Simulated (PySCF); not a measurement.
A structure optimised at PBE-D3(BJ)/def2-SVP, used in a PySCF frequency run:

```xyz
12

B     -0.2069     0.1423     0.0000
Cl     0.3908     1.8384     0.0000
C      0.8381    -1.0436     0.0000
C      0.2509    -2.4594     0.0000
H      1.5090    -0.8976    -0.8766
H      1.5090    -0.8976     0.8766
H     -0.3823    -2.6397     0.8947
H     -0.3823    -2.6397    -0.8947
H      1.0366    -3.2421     0.0000
N     -1.5937    -0.0519     0.0000
H     -2.2649     0.7160     0.0000
H     -2.0133    -0.9818     0.0000
```
Charge 0, spin multiplicity 1.

Write its SMILES, formula and point group.

CCB(N)Cl, C2H7BClN, Cs

What are its rotational constants (standard atomic weights)?

7.3356, 2.1513, 1.6988 GHz
